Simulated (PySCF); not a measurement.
# Diatomic cations of Tl with group 12

PBE0 with double-zeta basis sets in PySCF, for the lowest determinant that a PBE0 search found; no spin–orbit coupling. De refers to high-spin ground-configuration atoms (the charge goes to the atom of lower measured ionisation energy or higher electron affinity, which is not always the lowest computed limit). A positive dipole points towards Tl; it is taken about the centre of mass and depends on that origin.

```
 M     basis  charged atom  state (unpaired electrons)  Re (Å)  ωe (cm⁻¹)  De (eV)  μ (D)
Zn  def2-SVP           Tl+      singlet (closed shell)   3.113       90.2      n/a  -1.43
Cd  def2-SVP           Tl+      singlet (closed shell)   3.285       68.5      n/a   0.65
Hg  def2-SVP           Tl+      singlet (closed shell)   3.278       54.9      n/a   4.18
```

The shortest bond is that of TlZn⁺ (3.113 Å), the longest that of TlCd⁺ (3.285 Å).

Down a group the atoms grow and get heavier, so bonds lengthen and wavenumbers fall; this series shows no clear exception.

Closed-shell solutions of metal pairs were not tested for spin polarisation, which can lower them a little. Spin–orbit coupling is left out.
